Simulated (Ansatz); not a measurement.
Gas-phase electronic energies from Ansatz, PBE0-D4/def2-TZVP geometries. CCSD(T)/CBS adds triple-zeta CCSD(T) − MP2 to the extrapolated MP2 energy (def2 sets, frozen cores). This one scheme is used for every species. Functionals use def2-TZVPP. For Ge outer-core shells are correlated without core-valence functions, which leaves a few kJ/mol of doubt a bond. Scalar relativity is left out up to krypton.

Consider the substitution at a C–O bond: `[SiH3]C#C[O][GeH3]` + `[NH2][AlH2]` → `[AlH2][NH]C#C[SiH3]` + `[OH][GeH3]`.

`[SiH3]C#C[O][GeH3]`:

```xyz
11

Si    2.696   -0.267   -0.127
C     0.937   -0.412    0.241
C    -0.242   -0.525    0.501
O    -1.483   -0.654    0.785
Ge   -2.679    0.457   -0.043
H     2.890    0.389   -1.447
H     3.331   -1.610   -0.170
H     3.387    0.548    0.906
H    -2.543    0.195   -1.545
H    -4.010   -0.003    0.548
H    -2.285    1.882    0.351
```

`[NH2][AlH2]`:

Z-matrix (Å, degrees):
```
N
Al 1 1.766
H 1 1.007 2 124.9
H 1 1.007 2 124.9 3 180.0
H 2 1.583 1 117.9 3 -180.0
H 2 1.583 1 117.9 3 0.0
```

`[AlH2][NH]C#C[SiH3]`:

Cartesian coordinates in Å:
```
Al -0.133 -2.754 -0.944
N 0.239 -1.657 0.438
C 0.156 -0.327 0.431
C 0.068 0.883 0.384
Si -0.058 2.681 0.329
H 0.062 -4.286 -0.622
H -0.601 -2.102 -2.297
H 0.544 -2.036 1.326
H -1.455 3.108 0.050
H 0.358 3.249 1.638
H 0.819 3.241 -0.733
```

`[OH][GeH3]`:

Z-matrix (Å, degrees):
```
Ge
O 1 1.783
H 1 1.531 2 104.3
H 1 1.541 2 109.9 3 119.6
H 1 1.541 2 109.9 3 -119.6
H 2 0.959 1 112.7 3 180.0
```

```tsv
level	ΔE (kJ/mol)	difference from CCSD(T)/CBS
PBE-D4	-24.5	2.2
r2SCAN-D4	-23.9	2.8
PBE0-D4	-26.4	0.3
ωB97X-V	-23.0	3.7
PBE0	-26.5	0.2
HF/def2-TZVPP	-24.6	2.1
SCS-MP2/def2-TZVPP	-25.6	1.1
HF/def2-QZVPP	-24.5	2.2
MP2/def2-QZVPP	-28.0	-1.3
SCS-MP2/def2-QZVPP	-26.5	0.2
CCSD(T)/CBS	-26.7	0
```

Largest T1 diagnostic among the species: 0.014.
